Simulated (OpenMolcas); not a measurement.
Computed levels of 4d⁶ in ions with 42 electrons, in cm-1 above ⁵D₄.

```yaml
Program: OpenMolcas
Method: SS-CASPT2, IPEA 0.25 Eh, imaginary shift 0.1 Eh
Basis: ANO-R2
Scalar_Hamiltonian: X2C, finite nucleus
Spin-orbit_coupling: state interaction with AMFI integrals over the reference wave functions, term energies averaged over their components
```

Active space for each ion: 6 electrons in 10 orbitals (4d 5d); closed shells correlated by CASPT2: 4s 4p.

| Level | Rh3+ | Ag5+ |
| --- | --- | --- |
| ⁵D₃ | 1504 | 2520 |
| ⁵D₂ | 2350 | 3750 |
| ⁵D₁ | 2910 | 4660 |
| ⁵D₀ | 3180 | 5080 |
| ³P₂(1) | 18090 | 21820 |
| ³H₆ | 18460 | 22570 |
| ³H₅ | 18710 | 22820 |
| ³F₃(1) | 20550 | 25320 |
| ³F₂(1) | 21240 | 26310 |

Problem. Estimate ⁵D₀, ³P₂(1), ³H₆ for Pd4+ from its neighbours Rh3+ and Ag5+.

Solution. ⁵D₀ is fine structure, which grows about as the fourth power of a screened charge, so the fourth roots are averaged: ((3180^0.25 + 5080^0.25) / 2)^4 = 4047. The calculation gives 4110, so the estimate is off by -1.5 %.
³P₂(1) is another term, which grows about linearly with the charge: (18090 + 21820) / 2 = 19955. The calculation gives 19850, so the estimate is off by +0.5 %.
³H₆ is another term, which grows about linearly with the charge: (18460 + 22570) / 2 = 20515. The calculation gives 20420, so the estimate is off by +0.5 %.

Mixed levels, with the weight of the term that names them: Ag5+ ³H₅ (73 %), Ag5+ ³F₃(1) (74 %).

CASPT2 does not keep the components of a term degenerate, so their means are used; among the terms shown or strongly mixed into the levels shown the widest spread is 140 cm-1 (4d⁶ ³G, Pd4+). Active for correlation alone: 5d; no level in the range computed is led by a configuration that fills it, so any true level of that kind is missing. Only configurations of the active space appear.

A number in round brackets counts repeated terms of one configuration in the order of the reference energies.
